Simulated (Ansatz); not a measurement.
Reaction (ligand exchange at the Si–N bond): `F[SiH2][NH][AlH2]` + `CN[SiH2]Cl` → `CN([SiH2]F)[SiH2]Cl` + `[NH2][AlH2]`

Gas-phase electronic energies from Ansatz, PBE0-D4/def2-TZVP geometries. CBS: MP2 limit from def2 TZ/QZ plus the TZ coupled-cluster correction, frozen cores. This one scheme is used for every species. Functionals use def2-TZVPP. B3LYP here is the variant with VWN-RPA as its local correlation; programs differ in this. One conformer a species, not always the lowest.

| level | ΔE (kJ/mol) | difference from CCSD(T)/CBS |
| --- | --- | --- |
| r2SCAN-D4 | 5.7 | 1.7 |
| PBE0-D4 | 5.6 | 1.6 |
| ωB97X-V | 5.4 | 1.4 |
| B3LYP | 11.5 | 7.5 |
| HF/def2-TZVPP | 15.6 | 11.6 |
| SCS-MP2/def2-TZVPP | 4.9 | 0.9 |
| CCSD/def2-TZVPP | 5.8 | 1.8 |
| CCSD(T)/def2-TZVPP | 4.1 | 0.1 |
| MP2/def2-QZVPP | 2.8 | -1.2 |
| SCS-MP2/def2-QZVPP | 5.0 | 1.0 |
| CCSD(T)/CBS | 4.0 | 0 |

Largest T1 diagnostic among the species: 0.012.

In def2-TZVPP, CCSD(T) changes the Hartree–Fock value by −11.5 kJ/mol (the triples alone add −1.8 kJ/mol) and MP2 by −12.7 kJ/mol. The D4 term adds −7.2 kJ/mol with B3LYP and −4.1 kJ/mol with PBE0; it sums over pairs of atoms, weighted by their polarisabilities, and B3LYP, whose exchange is more repulsive, gets the larger term.
